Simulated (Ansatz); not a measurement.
Ligand-field states of Co(NH2)2 (CoN2H4) at its PBE0-D4/def2-TZVP geometry (relaxed as a quartet).

Cartesian coordinates in Å:
```
Co -0.002 0.002 0.004
N -1.504 -1.002 -0.182
H -2.315 -0.755 -0.730
H -1.662 -1.908 0.235
N 1.501 1.006 0.187
H 1.665 1.906 -0.238
H 2.317 0.750 0.724
```

CASSCF(7,5) on the Co 3d shell in def2-TZVP, averaged with equal weights over 10 quartets and 12 doublets, then SC-NEVPT2; Ansatz, no spin–orbit coupling. The space holds no ligand orbitals and no second d shell, so covalent complexes are described poorly.

(1) Estimate the states' energies above the lowest.

Answers

(1) 
```
     state  CASSCF (eV)  NEVPT2 (eV)
 quartet 1         0.00         0.00
 quartet 2         0.00         0.01
 quartet 3         0.33         0.32
 quartet 4         0.40         0.35
 quartet 5         0.50         0.54
 quartet 6         0.65         0.89
 quartet 7         0.73         1.02
 quartet 8         2.23         2.06
 quartet 9         2.64         2.30
quartet 10         3.35         3.29
 doublet 1         2.11         1.60
 doublet 2         2.15         1.90
 doublet 3         2.21         1.97
 doublet 4         2.34         2.10
 doublet 5         2.39         2.24
 doublet 6         2.44         2.05
 doublet 7         2.51         2.44
 doublet 8         2.54         2.26
 doublet 9         2.68         2.45
doublet 10         2.69         2.44
doublet 11         2.72         2.55
doublet 12         2.76         2.37
```
The lowest NEVPT2 state is a quartet. Run time 12 s (2 threads of Intel Xeon 6975P-C on a shared host).
